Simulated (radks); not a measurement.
Problem. Species: Ba II. Configuration: [Xe] 6s0.5 6p0.5 (fractional occupations, a model configuration). Method: scalar-relativistic Kohn-Sham, MS2 meta-GGA, spin-unpolarised, spherical densities, finite nucleus; meta-GGA in the generalised Kohn-Sham scheme; Fermi nuclear charge, rms radius 4.8378 fm; computed with a radial shooting solver on a logarithmic mesh with Libxc functionals. Some entries of the table are withheld. Estimate them.

orbital,occ.,eigenvalue (hartree),r(max) (bohr),<r^2> (bohr^2)
1s,2,-1370.732,0.01642,0.0008878
2s,2,(1),0.09276,0.01419
2p,6,-194.5249,0.07467,0.01129
3s,2,-46.21198,0.2657,0.09694
3p,6,-38.92311,0.2603,0.09723
3d,10,-28.40190,0.2155,(2)
4s,2,-9.33165,0.6255,0.5110
4p,6,-6.97186,0.6538,0.5802
4d,10,-3.55023,0.6946,0.7430
5s,2,-1.49069,1.482,3.053
5p,6,-0.93436,1.670,(3)
6s,0.5,(4),4.011,22.61
5d,0,-0.26527,2.333,11.46
6p,0.5,-0.19268,4.921,33.25
7s,0,-0.09664,8.925,95.97

Solution. 
(1) 2s eigenvalue (hartree): -217.1217
(2) 3d <r^2> (bohr^2): 0.08393
(3) 5p <r^2> (bohr^2): 4.089
(4) 6s eigenvalue (hartree): -0.27891
